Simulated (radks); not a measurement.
Results of a calculation; reference values are marked as such.
Polarisability of the scandium ion Sc+, [Ar] 3d1 4s1, at imaginary frequency. Level of theory: non-relativistic Kohn-Sham, PBE, spin-unpolarised, spherical densities, point nucleus (a radial shooting solver on a logarithmic mesh with Libxc functionals). Response by self-consistent Sternheimer equations with the Hartree and adiabatic LDA kernel.

w (hartree),alpha1(iw) (bohr^3)
0.00266,55.76
0.0143,55.24
0.0360,52.53
0.0697,45.40
0.118,34.11
0.186,22.57
0.280,14.02
0.413,8.703
0.605,5.536
0.892,3.565
1.35,2.208
2.12,1.215
3.59,0.5467
6.94,0.1851
17.5,0.03976

Static values: alpha1 = 55.78 bohr^3 (8.266 angstrom^3; uncoupled 79.06). C6 = 370.5, triple-dipole C9 = 14680 atomic units. One-pole (London) frequency 4 C6 / (3 alpha1^2) = 0.159 hartree, against 0.355 for minus the highest occupied eigenvalue.
